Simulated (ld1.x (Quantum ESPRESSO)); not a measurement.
## Scattering properties, PAW potential for Pd

Pd, PAW, made with ld1.x (Quantum ESPRESSO) 7.5 (PBE, scalar-relativistic). Core [Kr], reference 4d9.5 5s0 5p0 (charge +0.5). Waves: 5s (bound, empty): rcut 2.00, rcutus 2.70 bohr; 5s channel at 2.1 Ry: rcut 2.00, rcutus 2.70 bohr; 5p (bound, empty): rcut 0.85, rcutus 1.15 bohr; 5p channel at 0.45 Ry: rcut 0.85, rcutus 1.15 bohr; 4d (bound): rcut 1.25, rcutus 1.60 bohr; 4d channel at 2.95 Ry: rcut 1.25, rcutus 1.60 bohr. Local part: all-electron potential smoothed inside 2.50 bohr (lloc = -1). Core correction: Bessel-smoothed model core inside 1.10 bohr. Augmentation charge: BESSEL, radius 0.95 bohr.

The phase is arctan(r·u′/u) with u = r·R(r), unwrapped; energies in Ry, scanned from -3 to 5 Ry. A pole is an energy at which the radial function vanishes at the test radius. The pseudo phase is shifted by a multiple of π to meet the all-electron one at the reference energy, and phase errors are pseudo minus all-electron; the curves can meet again beyond the range given. Levels narrower than the energy grid can be missing from the lists of poles.

Question: For each channel, where are the poles, and over which energies does the pseudopotential scatter like the atom?

Answer:

| channel | radius (bohr) | reference energy (Ry) | poles, all-electron | poles, pseudo | unbroken range about the reference energy with phases within 0.05 rad | phase error 1 Ry above the reference energy (rad) |
| --- | --- | --- | --- | --- | --- | --- |
| s | 2.94 | -0.51 | 0.89 | 0.89, 4.79 | below 3.6 | -0.000 |
| p | 2.94 | -0.22 | 1.91 | 1.91 | the whole range | -0.000 |
| d | 2.94 | -0.66 | -0.51, 3.87 | -0.51, 3.87 | the whole range | +0.000 |

Note: ghost state, extra bound levels that the all-electron valence spectrum of the same l lacks: p at -55.6 eV. A true bound ghost makes a file unfit for plane-wave use. The 5p radius (1.15 bohr) lies inside the outermost node of the all-electron wave (1.30 bohr), which a nodeless pseudo-wave cannot match soundly.

Phases in the s channel:

| E (Ry) | all-electron | pseudo |
| --- | --- | --- |
| -3.00 | 1.334 | 1.333 |
| -2.76 | 1.318 | 1.318 |
| -2.52 | 1.300 | 1.299 |
| -2.28 | 1.276 | 1.276 |
| -2.04 | 1.245 | 1.245 |
| -1.80 | 1.204 | 1.204 |
| -1.56 | 1.145 | 1.145 |
| -1.32 | 1.052 | 1.052 |
| -1.08 | 0.888 | 0.888 |
| -0.84 | 0.548 | 0.547 |
| -0.60 | -0.151 | -0.151 |
| -0.36 | -0.849 | -0.849 |
| -0.12 | -1.190 | -1.190 |
| 0.12 | -1.356 | -1.356 |
| 0.36 | -1.452 | -1.452 |
| 0.60 | -1.515 | -1.516 |
| 0.84 | -1.562 | -1.563 |
| 1.08 | -1.600 | -1.601 |
| 1.32 | -1.633 | -1.633 |
| 1.56 | -1.664 | -1.664 |
| 1.80 | -1.695 | -1.695 |
| 2.04 | -1.727 | -1.727 |
| 2.28 | -1.764 | -1.764 |
| 2.52 | -1.808 | -1.808 |
| 2.76 | -1.865 | -1.866 |
| 3.00 | -1.946 | -1.949 |
| 3.24 | -2.071 | -2.080 |
| 3.48 | -2.290 | -2.321 |
| 3.72 | -2.715 | -2.821 |
| 3.96 | -3.384 | -3.579 |
| 4.20 | -3.917 | -4.093 |
| 4.44 | -4.196 | -4.360 |
| 4.68 | -4.346 | -4.563 |
| 4.92 | -4.437 | -5.394 |
